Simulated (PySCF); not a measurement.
SMILES C[SiH](C)/C=C/[Si](Cl)(Cl)Cl (C₄H₉Cl₃Si₂) (GFN2-xTB optimised geometry):

```
18

Si    -0.052    -3.328     0.000
Cl    -0.710    -4.305    -1.646
Cl    -0.675    -4.323     1.652
Cl     1.975    -3.328     0.000
C     -0.718    -1.565     0.000
C     -0.504    -0.671     0.965
Si    -1.174     1.100     0.978
C      0.307     2.293     1.033
C     -2.246     1.308     2.537
H     -1.320    -1.265    -0.849
H      0.099    -0.975     1.813
H     -1.975     1.317    -0.238
H      0.911     2.135     1.923
H      0.954     2.160     0.171
H     -0.022     3.328     1.040
H     -3.074     0.605     2.545
H     -1.667     1.141     3.441
H     -2.663     2.309     2.596
```

Calculation: B3LYP/def2-SVP (PySCF).

What are the frontier orbital energies and the dipole moment?

HOMO-2 -8.61 eV, HOMO-1 -8.04 eV, HOMO -7.82 eV, LUMO -1.32 eV, LUMO+1 0.66 eV; dipole moment 2.45 D.

Meta-Löwdin charges at B3LYP/def2-SVP: Si1 0.91, Cl2 -0.25, Cl3 -0.25, Cl4 -0.25, C5 -0.33, C6 -0.28, Si7 0.78, C8 -0.53, C9 -0.53, H10 0.11, H11 0.10, H12 -0.13, H13 0.11, H14 0.11, H15 0.11, H16 0.11, H17 0.11, H18 0.11.
